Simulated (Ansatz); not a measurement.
A structure relaxed at PBE-D4/def2-SVP in Ansatz, charge -1, singlet:

```
atom   x (Å)   y (Å)   z (Å)
 Ga1  -1.482   2.920   0.627
 Sb2   0.937   2.293  -0.401
 Sb3   0.455   0.056   3.122
 Ga4   2.319   0.871   1.362
 Ga5   1.212   1.214  -2.863
 Sb6   2.809  -1.438   0.070
 Sb7  -2.641   0.496   0.497
 Ga8  -1.933  -1.131   2.495
 Ga9  -2.905  -0.645  -1.929
Sb10  -0.303  -0.985  -2.533
Ga11   0.949  -2.961  -1.241
 H12  -1.262   3.321   2.152
 H13  -2.200   3.914  -0.382
 H14   1.868   3.747  -0.393
 H15   0.177   1.455   4.081
 H16   1.304  -0.802   4.358
 H17   3.609   1.467   2.067
 H18   0.520   2.192  -3.904
 H19   2.737   0.788  -3.030
 H20   4.092  -1.032  -0.998
 H21   3.795  -2.382   1.130
 H22  -4.261   0.862   0.967
 H23  -2.828  -0.931   3.792
 H24  -1.470  -2.568   2.014
 H25  -3.512   0.437  -2.922
 H26  -3.581  -2.072  -1.753
 H27  -0.321  -1.634  -4.132
 H28   0.112  -3.567  -0.041
 H29   1.805  -3.882  -2.213
```

**Question.** Give its formula and point group.

**Answer.** Ga6Sb5H18⁻, a cluster cut from wurtzite GaSb (hydrogen-capped). Point group Cs (tolerance 0.1 Å).

**Question.** Summarise the bond lengths by kind (pairs closer than 1.2 times the sum of covalent radii, bridged metal pairs left out).

**Answer.** 13 × Ga–Sb 2.65 to 2.74 Å; 11 × Ga–H 1.58 to 1.59 Å; 7 × H–Sb 1.72 to 1.73 Å.

In the def2 sets Sb takes a core potential; there is no spin–orbit coupling. Single mean-field runs in def2-SVP are fitted with def2-universal-jkfit.
